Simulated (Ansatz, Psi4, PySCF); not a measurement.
CH3S (SMILES [CH2]S), doublet, at a GFN2-xTB geometry. Base run: BLYP/6-311G** run with PySCF.

Geometry (Å):
```xyz
5

C      0.0813     1.1220    -0.1255
S     -0.0729    -0.5620     0.1331
H      0.8018    -0.9578    -0.7948
H     -0.5328     1.7392     0.4979
H      0.4096     1.4790    -1.0796
```
Charge 0, spin multiplicity 2.
Orbitals are unrestricted.
All else is at PySCF's defaults.

The same geometry, method and basis name were run in Ansatz (a first-principles code) and Psi4 and PySCF, at each program's defaults and at the settings that a row names. The base is PySCF at its defaults. Differences at the defaults can come from grids, fitting, cores and function types together.

```tsv
code and settings	ΔE vs base (µEh)	basis functions	E (Eh)	SCF cycles	dipole (D)
PySCF, defaults (exact integrals, its default grid, spherical functions)	0.0	62	-438.03219	10	0.96
Psi4, defaults (density fitting with its default set, its default grid, spherical functions)	-31.5	62	-438.03222	10	0.96
Ansatz, defaults (factorised integrals, its default grid, Cartesian functions)	-602	63	-438.03279	-	-
PySCF, density fitting with def2-universal-jkfit	-63.4	62	-438.03225	10	0.96
PySCF, fine grid	-0.2	62	-438.03219	10	0.96
Psi4, exact integrals, spherical functions, fine grid	-0.2	62	-438.03219	14	0.96
Ansatz, high accuracy, Cartesian functions as the basis file defines them	-600	63	-438.03279	-	-
```

Open shells are given as the SCF converged; they aren't shown to be the lowest states, and a large step between rows can be another state.
